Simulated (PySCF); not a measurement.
The dipole of `[SiH3]c1ccncc1` from its density and from atomic charges.

Coordinates (PBE0-D3(BJ)/def2-SVP, Å) and charges (e) from the PBE0/pcSseg-1 density (PySCF):

| atom | x | y | z | Mulliken | IAO | Hirshfeld | ESP-fitted |
| --- | --- | --- | --- | --- | --- | --- | --- |
| Si1 | 2.308 | 0.152 | 0.107 | +0.5535 | +0.5885 | +0.3138 | +0.2656 |
| C2 | 0.431 | 0.049 | -0.006 | -0.2978 | -0.2494 | -0.0802 | +0.4360 |
| C3 | -0.368 | 1.200 | 0.030 | -0.1727 | -0.1679 | -0.0503 | -0.7143 |
| C4 | -1.754 | 1.073 | -0.051 | +0.1563 | -0.0080 | +0.0175 | +0.5924 |
| N5 | -2.380 | -0.096 | -0.162 | -0.4068 | -0.2708 | -0.1603 | -0.7334 |
| C6 | -1.630 | -1.193 | -0.197 | +0.1584 | -0.0075 | +0.0179 | +0.5679 |
| C7 | -0.236 | -1.176 | -0.123 | -0.1704 | -0.1688 | -0.0509 | -0.6625 |
| H8 | 2.721 | 0.709 | 1.431 | -0.0710 | -0.1085 | -0.0729 | -0.0781 |
| H9 | 2.838 | 1.054 | -0.961 | -0.0746 | -0.1084 | -0.0728 | -0.0782 |
| H10 | 2.886 | -1.214 | -0.056 | -0.0948 | -0.1092 | -0.0711 | -0.0740 |
| H11 | 0.075 | 2.197 | 0.119 | +0.0969 | +0.1500 | +0.0533 | +0.2323 |
| H12 | -2.389 | 1.966 | -0.024 | +0.1134 | +0.1541 | +0.0525 | +0.0162 |
| H13 | -2.163 | -2.147 | -0.289 | +0.1133 | +0.1541 | +0.0526 | +0.0221 |
| H14 | 0.317 | -2.119 | -0.159 | +0.0962 | +0.1519 | +0.0510 | +0.2081 |

What dipole does each set of charges give (1 e·Å = 4.803 D), and what does the density give?

The full density gives (1.68, 0.09, 0.10) D, 1.69 D in size; dipole vectors point from the negative to the positive end.

```csv
scheme,μx,μy,μz,size (D),share of the full size (%),angle to the full dipole (°)
Mulliken,2.56,0.27,0.19,2.58,153,3
IAO,2.23,0.11,0.13,2.23,132,0
Hirshfeld,1.02,0.06,0.06,1.03,61,0
ESP-fitted,1.68,0.09,0.09,1.69,100,0
```

Which set comes closest?

Length of the difference vector: ESP-fitted 0.01 D, IAO 0.54 D, Hirshfeld 0.66 D, Mulliken 0.90 D. Closest: ESP-fitted. The schemes that divide the density aren't constrained to reproduce the dipole.

What is left for the Hirshfeld atoms' own dipoles?

The Hirshfeld atoms' densities add up to the full density, so μ = Σ q r + Σ (atomic dipoles). The atomic dipoles sum to (1.68, 0.09, 0.10) − (1.02, 0.06, 0.06) = (0.66, 0.03, 0.04) D, 0.66 D in size.

With the origin at the mean of the coordinates, (0.047, 0.032, -0.024) Å, which are the largest single terms, by size, of the Mulliken dipole along the direction of the full one?

Si1 +6.03, N5 +4.76, C6 -1.33, C4 -1.31, H13 -1.27 D; all 14 atoms together +2.57 D. The single terms depend on the origin, their sum doesn't.

Give the size of the full dipole in other units.

1.69 D = 0.664 au = 0.352 e·Å = 5.63 × 10⁻³⁰ C·m.

Geometry: PBE0-D3(BJ)/def2-SVP; no solvent, vibrations or thermal averaging.
